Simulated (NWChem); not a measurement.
Electron attachment to Sb

```xyz
1

Sb     0.0000     0.0000     0.0000
```
Charge 0, spin multiplicity 4.

The numbers come from NWChem runs, not from measurements.

Basis set: def2-TZVPD. The species with one electron more has spin multiplicity 3. Δ marks differences of total energies (open shells unrestricted). −ε marks an orbital energy of the parent. That orbital need not have the symmetry of the hole or added electron in the Δ rows. The basis adds only a small set of diffuse functions.

Effective core potentials replace the inner electrons of Sb; spin-orbit coupling is left out. The correlated methods keep 4 core orbitals frozen. B3LYP has NWChem's definition, with VWN1-RPA local correlation. The stability of the SCF solutions was not checked.

Question: Order these methods by the vertical electron affinity they give, lowest first: G0W0@BHandHLYP, ΔBP86, ΔB2PLYP, −ε(beta LUMO) of B3LYP.

Answer: G0W0@BHandHLYP (0.37 eV), ΔB2PLYP (0.75 eV), ΔBP86 (1.01 eV), −ε(beta LUMO) of B3LYP (3.14 eV)
